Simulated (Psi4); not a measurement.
A run for Psi4: SAPT0/jun-cc-pV(D+d)Z on C2H6O (a complex).

```
memory 2025 MB

molecule dimer {
0 1
O     0.13675347    0.07344211   -0.50661807
H    -0.67679926    0.52212721   -0.75763626
H     0.11647602    0.04017528    0.45891257
--
0 1
C    -0.31493955   -0.58443855    2.81457201
C     0.31338685    0.58295074    2.86477569
H    -1.39442967   -0.65328000    2.87638722
H     0.22484403   -1.51824693    2.71351758
H     1.39300471    0.65215899    2.80695520
H    -0.22673489    1.51626397    2.96956049
units angstrom
symmetry c1
no_reorient
no_com
}

set {
  basis jun-cc-pV(D+d)Z
  scf_type df
  freeze_core true
}

energy('sapt0')
```

Program output:

```
[...]
==> Input File <==

--------------------------------------------------------------------------
memory 2025 MB

molecule dimer {
0 1
O     0.13675347    0.07344211   -0.50661807
H    -0.67679926    0.52212721   -0.75763626
H     0.11647602    0.04017528    0.45891257
--
0 1
C    -0.31493955   -0.58443855    2.81457201
C     0.31338685    0.58295074    2.86477569
H    -1.39442967   -0.65328000    2.87638722
H     0.22484403   -1.51824693    2.71351758
H     1.39300471    0.65215899    2.80695520
H    -0.22673489    1.51626397    2.96956049
units angstrom
symmetry c1
no_reorient
no_com
}

set {
  basis jun-cc-pV(D+d)Z
  scf_type df
  freeze_core true
}

energy('sapt0')
--------------------------------------------------------------------------


   => Loading Basis Set <=

    Name: JUN-CC-PV(D+D)Z
    Role: ORBITAL
    Keyword: BASIS
    atoms 1        entry O          line   256 file jun-cc-pv_dpd_z.gbs
    atoms 2-3, 6-9 entry H          line    60 file jun-cc-pv_dpd_z.gbs
    atoms 4-5      entry C          line   188 file jun-cc-pv_dpd_z.gbs

   => Loading Basis Set <=

    Name: JUN-CC-PV(D+D)Z
    Role: ORBITAL
    Keyword: BASIS
    atoms 1        entry O          line   256 file jun-cc-pv_dpd_z.gbs
    atoms 2-3, 6-9 entry H          line    60 file jun-cc-pv_dpd_z.gbs
    atoms 4-5      entry C          line   188 file jun-cc-pv_dpd_z.gbs


  //>>>>>>>>>>>>>>>>>>>>>>>>>>>>>>>>>>>//
  //              Dimer HF             //
  //<<<<<<<<<<<<<<<<<<<<<<<<<<<<<<<<<<<//

   => Libint2 <=

    Primary   basis highest AM E, G, H:  7, 6, 3
    Auxiliary basis highest AM E, G, H:  7, 7, 4
    Onebody   basis highest AM E, G, H:  -, -, -
    Solid Harmonics ordering:            Gaussian


   => Loading Basis Set <=

    Name: JUN-CC-PV(D+D)Z
    Role: ORBITAL
    Keyword: BASIS
    atoms 1        entry O          line   256 file jun-cc-pv_dpd_z.gbs
    atoms 2-3, 6-9 entry H          line    60 file jun-cc-pv_dpd_z.gbs
    atoms 4-5      entry C          line   188 file jun-cc-pv_dpd_z.gbs


         ---------------------------------------------------------
                                   SCF
               by Justin Turney, Rob Parrish, Andy Simmonett
                          and Daniel G. A. Smith
                              RHF Reference
                        1 Threads,   1931 MiB Core
         ---------------------------------------------------------

  ==> Geometry <==

    Molecular point group: c1
    Full point group: C1

    Geometry (in Angstrom), charge = 0, multiplicity = 1:

       Center              X                  Y                   Z               Mass
    ------------   -----------------  -----------------  -----------------  -----------------
         O            0.136753470000     0.073442110000    -0.506618070000    15.994914619570
         H           -0.676799260000     0.522127210000    -0.757636260000     1.007825032230
         H            0.116476020000     0.040175280000     0.458912570000     1.007825032230
         C           -0.314939550000    -0.584438550000     2.814572010000    12.000000000000
         C            0.313386850000     0.582950740000     2.864775690000    12.000000000000
         H           -1.394429670000    -0.653280000000     2.876387220000     1.007825032230
         H            0.224844030000    -1.518246930000     2.713517580000     1.007825032230
         H            1.393004710000     0.652158990000     2.806955200000     1.007825032230
         H           -0.226734890000     1.516263970000     2.969560490000     1.007825032230

  Running in c1 symmetry.

  Rotational constants: A =      0.79526  B =      0.07165  C =      0.06798 [cm^-1]
  Rotational constants: A =  23841.28777  B =   2148.10881  C =   2037.89204 [MHz]
  Nuclear repulsion =   67.582300039982030

  Charge       = 0
  Multiplicity = 1
  Electrons    = 26
  Nalpha       = 13
  Nbeta        = 13

  ==> Algorithm <==

  SCF Algorithm Type is DF.
  DIIS enabled.
  MOM disabled.
  Fractional occupation disabled.
  Guess Type is SAD.
  Energy threshold   = 1.00e-08
  Density threshold  = 1.00e-08
  Integral threshold = 1.00e-12

  ==> Primary Basis <==

  Basis Set: JUN-CC-PV(D+D)Z
    Blend: JUN-CC-PV(D+D)Z
    Number of shells: 42
    Number of basis functions: 84
    Number of Cartesian functions: 87
    Spherical Harmonics?: true
    Max angular momentum: 2

   => Loading Basis Set <=

    Name: (JUN-CC-PV(D+D)Z AUX)
    Role: JKFIT
    Keyword: DF_BASIS_SCF
    atoms 1        entry O          line   258 file jun-cc-pvdz-jkfit.gbs
    atoms 2-3, 6-9 entry H          line    70 file jun-cc-pvdz-jkfit.gbs
    atoms 4-5      entry C          line   146 file jun-cc-pvdz-jkfit.gbs

  ==> Integral Setup <==

  DFHelper Memory: AOs need 0.022 GiB; user supplied 1.414 GiB.
  SCF_SUBTYPE=INCORE selected. In-core MEM_DF algorithm will be used.
  Using in-core AOs.

  ==> MemDFJK: Density-Fitted J/K Matrices <==

    J tasked:                   Yes
    K tasked:                 
[...]

      84A     33.525652

    Final Occupation by Irrep:
              A
    DOCC [     8 ]
    NA   [     8 ]
    NB   [     8 ]

  @DF-RHF Final Energy:   -78.04197709104690

   => Energetics <=

    Nuclear Repulsion Energy =             33.4527674096671106
    One-Electron Energy =                -170.1381951334344649
    Two-Electron Energy =                  58.6434506327204517
    Total Energy =                        -78.0419770910469026

Computation Completed


Properties will be evaluated at   0.000000,   0.000000,   0.000000 [a0]

Properties computed using the SCF density matrix


 Multipole Moments:

 ------------------------------------------------------------------------------------
     Multipole            Electronic (a.u.)      Nuclear  (a.u.)        Total (a.u.)
 ------------------------------------------------------------------------------------

 L = 1.  Multiply by 2.5417464519 to convert [e a0] to [Debye]
 Dipole X            :          0.0234769           -0.0238711           -0.0003941
 Dipole Y            :          0.0229389           -0.0227350            0.0002040
 Dipole Z            :        -85.8736661           85.8738921            0.0002260
 Magnitude           :                                                    0.0004980

 ------------------------------------------------------------------------------------

  Constructing Basis Sets for SAPT...

   => Loading Basis Set <=

    Name: (JUN-CC-PV(D+D)Z AUX)
    Role: RIFIT
    Keyword: DF_BASIS_SAPT
    atoms 1        entry O          line   188 file jun-cc-pvdz-ri.gbs
    atoms 2-3, 6-9 entry H          line    30 file jun-cc-pvdz-ri.gbs
    atoms 4-5      entry C          line   100 file jun-cc-pvdz-ri.gbs

   => Loading Basis Set <=

    Name: (JUN-CC-PV(D+D)Z AUX)
    Role: JKFIT
    Keyword: DF_BASIS_ELST
    atoms 1        entry O          line   258 file jun-cc-pvdz-jkfit.gbs
    atoms 2-3, 6-9 entry H          line    70 file jun-cc-pvdz-jkfit.gbs
    atoms 4-5      entry C          line   146 file jun-cc-pvdz-jkfit.gbs


  //>>>>>>>>>>>>>>>>>>>>>>>>>>>>>>>>>>>//
  //               SAPT0               //
  //<<<<<<<<<<<<<<<<<<<<<<<<<<<<<<<<<<<//



        SAPT0
    Ed Hohenstein
     6 June 2009

      Orbital Information
  --------------------------
    NSO        =        84
    NMO        =        84
    NRI        =       279
    NRI (Elst) =       375
    NOCC A     =         5
    NOCC B     =         8
    FOCC A     =         1
    FOCC B     =         2
    NVIR A     =        79
    NVIR B     =        76

    Elst10,r            =    -0.006754973458 [Eh]
    Exch10              =     0.008183068143 [Eh]
    Exch10 (S^2)        =     0.008128006063 [Eh]

    Maxiter = 50
    CPHF R converge = 1.000000E-08

    Iter     Energy [mEh]          dE [mEh]         Residual      Time [s]
       1      -0.33602134       0.336021344     2.461739e-03             0
       2      -0.39722209       0.061200742     4.453640e-04             0
       3      -0.39788262       0.000660537     1.453997e-04             0
       4      -0.39734460      -0.000538022     5.405041e-05             0
       5      -0.39716939      -0.000175215     8.967149e-06             0
       6      -0.39723898       0.000069598     1.413386e-06             0
       7      -0.39723260      -0.000006387     3.074956e-07             0
       8      -0.39723294       0.000000345     6.708369e-08             0
       9      -0.39723307       0.000000128     1.250786e-08             0
      10      -0.39723304      -0.000000034     2.192989e-09             0

    CHF Iterations converged

    Maxiter = 50
    CPHF R converge = 1.000000E-08

    Iter     Energy [mEh]          dE [mEh]         Residual      Time [s]
       1      -2.83081422       2.830814218     8.858466e-03             0
       2      -3.58098204       0.750167821     2.405924e-03             0
       3      -3.62487132       0.043889281     5.530227e-04             0
       4      -3.60993417      -0.014937152     1.441437e-04             0
       5      -3.60819228      -0.001741891     3.070763e-05             0
       6      -3.60895116       0.000758887     4.695004e-06             0
       7      -3.60888317      -0.000067994     9.401333e-07             0
       8      -3.60888906       0.000005888     2.563482e-07             0
       9      -3.60889005       0.000000990     9.043695e-08             0
      10      -3.60888964      -0.000000403     1.918383e-08             0
      11      -3.60888962      -0.000000023     3.649513e-09             0

    CHF Iterations converged

    Ind20,r (A<-B)      =    -0.000397233035 [Eh]
    Ind20,r (B<-A)      =    -0.003608889620 [Eh]
    Ind20,r             =    -0.004006122655 [Eh]
    Exch-Ind20,r (A<-B) =     0.000295331242 [Eh]
    Exch-Ind20,r (B<-A) =     0.002467808188 [Eh]
    Exch-Ind20,r        =     0.002763139430 [Eh]
    Disp20              =    -0.002878140451 [Eh]
    Disp20 (SS)         =    -0.001439070225 [Eh]
    Disp20 (OS)         =    -0.001439070225 [Eh]
    Exch-Disp20         =     0.000526462496 [Eh]
    Exch-Disp20 (SS)    =     0.000317368664 [Eh]
    Exch-Disp20 (OS)    =     0.000209093832 [Eh]

    SAPT Results
  --------------------------------------------------------------------------------------------------------
    Electrostatics                 -6.75497346 [mEh]      -4.23880984 [kcal/mol]     -17.73518037 [kJ/mol]
      Elst10,r                     -6.75497346 [mEh]      -4.23880984 [kcal/mol]     -17.73518037 [kJ/mol]

    Exchange                        8.18306814 [mEh]       5.13495278 [kcal/mol]      21.48464245 [kJ/mol]
      Exch10                        8.18306814 [mEh]       5.13495278 [kcal/mol]      21.48464245 [kJ/mol]
      Exch10(S^2)                   8.12800606 [mEh]       5.10040081 [kcal/mol]      21.34007698 [kJ/mol]

    Induction                      -2.19907648 [mEh]      -1.37994133 [kcal/mol]      -5.77367451 [kJ/mol]
      Ind20,r                      -4.00612266 [mEh]      -2.51387992 [kcal/mol]     -10.51807358 [kJ/mol]
      Exch-Ind20,r                  2.76313943 [mEh]       1.73389617 [kcal/mol]       7.25462157 [kJ/mol]
      delta HF,r (2)               -0.95609326 [mEh]      -0.59995758 [kcal/mol]      -2.51022250 [kJ/mol]

    Dispersion                     -2.35167795 [mEh]      -1.47570020 [kcal/mol]      -6.17432962 [kJ/mol]
      Disp20                       -2.87814045 [mEh]      -1.80606040 [kcal/mol]      -7.55655671 [kJ/mol]
      Exch-Disp20                   0.52646250 [mEh]       0.33036020 [kcal/mol]       1.38222709 [kJ/mol]
      Disp20 (SS)                  -1.43907023 [mEh]      -0.90303020 [kcal/mol]      -3.77827836 [kJ/mol]
      Disp20 (OS)                  -1.43907023 [mEh]      -0.90303020 [kcal/mol]      -3.77827836 [kJ/mol]
      Exch-Disp20 (SS)              0.31736866 [mEh]       0.19915184 [kcal/mol]       0.83325131 [kJ/mol]
      Exch-Disp20 (OS)              0.20909383 [mEh]       0.13120836 [kcal/mol]       0.54897578 [kJ/mol]

  Total HF                         -0.77098180 [mEh]      -0.48379838 [kcal/mol]      -2.02421243 [kJ/mol]
  Total SAPT0                      -3.12265975 [mEh]      -1.95949858 [kcal/mol]      -8.19854205 [kJ/mol]

  Special recipe for scaled SAPT0 (see Manual):
    Electrostatics sSAPT0          -6.75497346 [mEh]      -4.23880984 [kcal/mol]     -17.73518037 [kJ/mol]
    Exchange sSAPT0                 8.18306814 [mEh]       5.13495278 [kcal/mol]      21.48464245 [kJ/mol]
    Induction sSAPT0               -2.14253966 [mEh]      -1.34446393 [kcal/mol]      -5.62523710 [kJ/mol]
    Dispersion sSAPT0              -2.34090596 [mEh]      -1.46894067 [kcal/mol]      -6.14604776 [kJ/mol]
  Total sSAPT0                     -3.05535094 [mEh]      -1.91726166 [kcal/mol]      -8.02182278 [kJ/mol]
  --------------------------------------------------------------------------------------------------------



*** Psi4 exiting successfully. Buy a developer a beer!
```

The run finished.

Cost: about 7 core-seconds (a rough figure).
